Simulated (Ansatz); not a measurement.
A structure relaxed at PBE0-D4/def2-TZVP, charge 0, multiplicity 1:

| atom | x (Å) | y (Å) | z (Å) |
| --- | --- | --- | --- |
| C1 | -0.354 | 3.683 | -0.820 |
| C2 | -0.757 | 2.274 | -1.131 |
| O3 | -1.888 | 1.951 | -1.390 |
| C4 | 0.352 | 1.234 | -1.054 |
| C5 | 0.414 | 0.754 | 0.391 |
| O6 | 1.102 | 1.329 | 1.198 |
| C7 | -0.456 | -0.420 | 0.738 |
| C8 | 0.095 | -1.752 | 0.209 |
| C9 | 1.464 | -2.062 | 0.797 |
| C10 | -0.894 | -2.869 | 0.500 |
| H11 | 0.240 | 3.705 | 0.098 |
| H12 | -1.233 | 4.319 | -0.729 |
| H13 | 0.290 | 4.059 | -1.621 |
| H14 | 0.099 | 0.418 | -1.730 |
| H15 | 1.316 | 1.674 | -1.308 |
| H16 | -0.545 | -0.464 | 1.826 |
| H17 | -1.448 | -0.248 | 0.307 |
| H18 | 0.198 | -1.670 | -0.881 |
| H19 | 1.404 | -2.150 | 1.886 |
| H20 | 2.195 | -1.283 | 0.572 |
| H21 | 1.847 | -3.007 | 0.405 |
| H22 | -1.040 | -2.985 | 1.578 |
| H23 | -1.869 | -2.668 | 0.049 |
| H24 | -0.532 | -3.823 | 0.110 |

Problem. Give its formula and SMILES.

Solution. C8H14O2, `CC(=O)CC(=O)CC(C)C`.

Problem. Point group (tolerance 0.08 Å, 0.16 Å for H)?

Solution. C1.

Problem. Summarise the bond lengths by kind.

Solution. 7 × C–C 1.498 to 1.535 Å; 14 × C–H 1.088 to 1.097 Å; 2 × C–O 1.205 to 1.206 Å.

Program: Ansatz 0.2.0.
